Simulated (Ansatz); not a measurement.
**A barrier at the coupled-cluster level**

Start structure (SiNH8OF, closed shell), relaxed at PBE0-D4/def2-TZVP:

Si1  (-0.975, -0.168, -0.738)
O2  (-0.672, -0.729, 0.841)
H3  (-0.106, -0.656, -1.840)
H4  (-1.507, 1.209, -0.921)
H5  (-2.226, -0.994, -0.949)
H6  (1.633, 0.425, 0.158)
N7  (0.887, 1.003, -0.224)
H8  (0.742, -0.945, 1.455)
F9  (1.666, -0.966, 1.714)
H10  (-1.347, -1.359, 1.103)
H11  (0.687, 1.721, 0.464)
H12  (1.219, 1.460, -1.064)
(Å)

The step: SiH₄O ([OH][SiH3]) + NH₃ + HF → SiNH₅ ([NH2][SiH3]) + H₂O + HF; bonds formed: Si1–N7, O2–H8, H6–F9; bonds broken: Si1–O2, H6–N7, H8–F9. Computed with Ansatz 0.2.0 (basis: def2-TZVPP and def2-QZVPP); correlated methods freeze the cores. Extrapolation: Hartree–Fock as exp(−7.88 √X), correlation as X^−2.97. Energies below are by CCSD(T) at an estimated basis limit (MP2 extrapolated from triple and quadruple zeta, plus CCSD(T) − MP2 in triple zeta).

Q: What are the electronic barrier and the energy of the step, from the start structure to the end structure? (Judge from chemistry; the value comes from the calculation.)

A: Computed: Barrier 81.9 kJ/mol; step energy 28.4 kJ/mol (uphill); reverse barrier, their difference, 53.5 kJ/mol. Barrier and step energy count from the start structure, the reverse barrier from the end structure.

The saddle point: One imaginary mode of 284i cm⁻¹.
| pair | start (Å) | saddle (Å) | end (Å) |
| --- | --- | --- | --- |
| Si1–N7 | 2.26 | 1.87 | 1.76 |
| O2–H8 | 1.56 | 1.07 | 0.97 |
| H6–F9 | 2.09 | 1.32 | 0.98 |
| Si1–O2 | 1.70 | 2.05 | 3.09 |
| H6–N7 | 1.02 | 1.13 | 1.60 |
| H8–F9 | 0.96 | 1.31 | 1.92 |

Zero-point energy (harmonic, PBE0-D4): ZPE is 241.0 kJ/mol at the start and 234.3 kJ/mol at the saddle, so the barrier goes from 81.9 to 75.2 kJ/mol.

T1 diagnostic: at most 0.011.

Labels in which every atom is bracketed show which atoms are joined, not bond orders.

For scale, one of the runs: CCSD(T)/def2-TZVPP, 247 basis functions, launched by `ansatz run in.yaml --threads 4 --pin off --events-out ev --progress --plain --max-ram 9574MiB`. The run took 4.6 min on 4 CPU threads of an AMD EPYC (shared host), with 5.3 GiB of host memory at its peak.
